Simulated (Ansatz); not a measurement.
# Match the barriers

Saddle point of GeH$_{4}$SO, singlet (GeH₄SO ([OH][GeH2][SH]) → GeH₂S ([S][GeH2]) + H₂O (still joined by a long Ge–O bond); bonds formed: O2–H4; bonds broken: S3–H4; bonds weakened to dative contacts: Ge1–O2), PBE0-D4/def2-TZVP structure:

```
7
angstrom
Ge -0.4814 0.1593 0.6312
O 1.0748 -0.0370 -0.5098
S -1.2234 -1.5038 -0.4705
H 0.3188 -0.8994 -0.9178
H -0.9779 1.5937 0.3637
H 0.0703 0.0202 2.0575
H 1.2189 0.6669 -1.1543
```

Computed with Ansatz 0.2.0 (basis: def2-TZVPP, with def2-QZVPP for the basis limit); correlated methods freeze the cores. Filled d shells of the heavier atoms are correlated. The def2 sets are not built for correlating such inner shells, so the correlated values are less sure here. Extrapolation: Hartree–Fock as exp(−7.88 √X), correlation as X^−2.97. Four methods, as single points on the PBE0-D4 structures, gave these electronic barriers from the start structure: 1.114, 1.263, 1.415, 1.893 eV.

Problem. The methods were, in alphabetical order, CCSD(T), HF, PBE-D4, PBE0-D4. Which gave which? (Judge from chemistry; the calculation decides.)

Solution. Computed: PBE-D4 1.114; PBE0-D4 1.263; CCSD(T) 1.415; HF 1.893 eV. For comparison, CCSD(T) at an estimated basis limit (MP2 extrapolated from triple and quadruple zeta, plus CCSD(T) − MP2 in triple zeta) gives 1.360 eV.

The T1 diagnostic stays at or below 0.014.

Labels in which every atom is bracketed show which atoms are joined, not bond orders.

For scale, one of the runs: CCSD(T)/def2-TZVPP, 177 basis functions, launched by `ansatz run in.yaml --threads 2 --pin off --events-out ev --progress --plain --max-ram 4352MiB`. Hardware: 2 CPU threads of an Intel Xeon Platinum 8488C, shared host. Wall time 38 s; peak host memory 1.6 GiB.
